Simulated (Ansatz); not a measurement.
System: C₂H₆BF (charge 0, singlet). 
Geometry from a B3LYP-D3(BJ)/def2-TZVP (Ansatz, a quantum-chemistry and plane-wave program) optimisation:
SMILES: CB(C)F
```xyz
10

B      0.0036    -0.0313     0.0561
F      0.0900    -0.6867     1.2245
C      1.3332     0.5048    -0.5708
C     -1.4178     0.1381    -0.5755
H      1.1845     1.3985    -1.1798
H      1.7247    -0.2658    -1.2476
H      2.1079     0.6957     0.1737
H     -1.8163     1.1115    -0.2611
H     -2.1274    -0.6204    -0.2413
H     -1.3937     0.1593    -1.6669
```
Charge 0, spin multiplicity 1.

CCSD(T) with Ansatz in growing basis sets, 24 correlated electrons. Cores are frozen in the correlated levels unless marked. UHF or UKS for open shells. No spin-orbit coupling. No relativistic terms. Costs are ratios of core time to the smallest set, on shared machines of one kind, and rough; they hold the program's checks for lower states.

| basis | functions | cost over smallest | E(corr) (Eh) | electronic atomisation energy (kcal/mol) |
|---|---|---|---|---|
| cc-pVDZ | 86 | 1× | -0.6162 | 894.3 |
| cc-pVTZ | 204 | 20× | -0.7662 | 939.4 |

Formally CCSD grows as o²v⁴ and (T) as o³v⁴; with o = 12 and v going from 70 to 188 both grow 52-fold in the last step, while integrals and the mean field grow more slowly. That step adds 150.0 mEh of correlation energy and 45.1 kcal/mol to the atomisation energy.
